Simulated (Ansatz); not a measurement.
`N[SiH](S)Cl` and `N[SiH2]S[SiH](N)Cl` differ in one atom or group.

Ansatz, PBE0-D4/def2-TZVP geometries, multiplicity 1. Each molecule was computed in one conformer, which needn't be the lowest.

| property | `N[SiH](S)Cl` |
| --- | --- |
| size of the dipole moment (B3LYP/def2-TZVPP) / D | 1.48 |
| HOMO–LUMO gap (PBE0/def2-TZVPP) / eV | 7.79 |
| HOMO–LUMO gap (B3LYP/def2-TZVPP) / eV | 7.29 |
| HOMO energy (PBE0/def2-TZVPP) / eV | -7.71 |
| LUMO energy (ωB97M-V/def2-TZVPP) / eV | 1.88 |
| HOMO–LUMO gap (ωB97M-V/def2-TZVPP) / eV | 11.79 |

Problem. Give the same properties after the change, and the shifts. (Best estimate.)

Solution. Computed: 
```
                                        property  `N[SiH2]S[SiH](N)Cl`  shift
size of the dipole moment (B3LYP/def2-TZVPP) / D                  2.19   0.71
            HOMO–LUMO gap (PBE0/def2-TZVPP) / eV                  7.45  -0.34
           HOMO–LUMO gap (B3LYP/def2-TZVPP) / eV                  7.00  -0.29
              HOMO energy (PBE0/def2-TZVPP) / eV                 -7.44   0.27
           LUMO energy (ωB97M-V/def2-TZVPP) / eV                  1.65  -0.23
         HOMO–LUMO gap (ωB97M-V/def2-TZVPP) / eV                 11.28  -0.51
```

With PBE0 the HOMO rises by 0.27 eV and the LUMO falls by 0.07 eV, so the gap narrows by about 0.34 eV. PBE moves the HOMO by 0.31 eV and ωB97M-V by 0.28 eV. Dipoles are sizes alone; their direction can turn.

B3LYP here is the variant with VWN-RPA as its local correlation; programs differ in this.
